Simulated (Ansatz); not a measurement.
System: C2HClF2, charge 0, singlet. C2HClF2 ((E)-1-chloro-1,2-difluoroethene, SMILES F/C=C(\F)Cl).
B3LYP-D3(BJ)/def2-TZVP minimum from Ansatz (a quantum-chemistry and plane-wave program):
```xyz
6

F     -1.7584     1.0153    -1.0160
C     -0.9323    -0.0115    -0.7752
C      0.0596     0.1052     0.0945
F      0.2900     1.2275     0.7675
Cl     1.1524    -1.1669     0.4502
H     -1.1389    -0.9108    -1.3326
```
Charge 0, spin multiplicity 1.

Total energies in cc-pV(D+d)Z, 30 correlated electrons, 9 frozen orbitals. Open shells are spin-unrestricted; no spin-orbit coupling. Cores are frozen in correlated methods. No relativity.

```tsv
method	program	energy (Eh)	minus CCSDT(Q) (mEh)
HF	Ansatz	-734.65569	819.92
MP2	Ansatz	-735.42155	54.06
CCSD	Ansatz	-735.45104	24.57
CCSD(T)	Ansatz	-735.47265	2.96
CCSDT(Q)	Ansatz	-735.47561	0.00
```

Rough core times of Ansatz's runs on a shared machine: CCSD(T) under 20 s, CCSDT(Q) 30 min.
